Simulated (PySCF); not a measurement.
Electron correlation in S²⁺ (sulfur, charge +2)

[Ne] 3s2 3p2, high-spin 3P determinant. Computed with PySCF 2.14 in cc-pVDZ-DK, with the spin-free X2C one-electron Hamiltonian (Gaussian nucleus). Frozen: [Ne]; 4 electrons correlated.

MP2 pair energies summed by pair of shells (mhartree):

```csv
pair,energy,share (%)
3s-3p,-31.87,60.8
3s-3s,-15.08,28.8
3p-3p,-5.45,10.4
```

Total MP2 correlation energy: -52.41 mhartree.

Same-spin part -8.27 and opposite-spin part -44.14 mhartree; SCS-MP2 scales them by 1/3 and 6/5 to -55.72 mhartree.

```csv
level,correlation energy (mhartree)
CCSD,-73.80
(T),-0.82
CCSD(T),-74.62
```

Diagnostics: T1 = 0.0069, D1 = 0.0187, largest double amplitude 0.106.

Is a single reference adequate?

Mostly. T1 lies below 0.03, but a double amplitude of this size points to a near-degeneracy that CCSD handles and MP2 describes poorly.
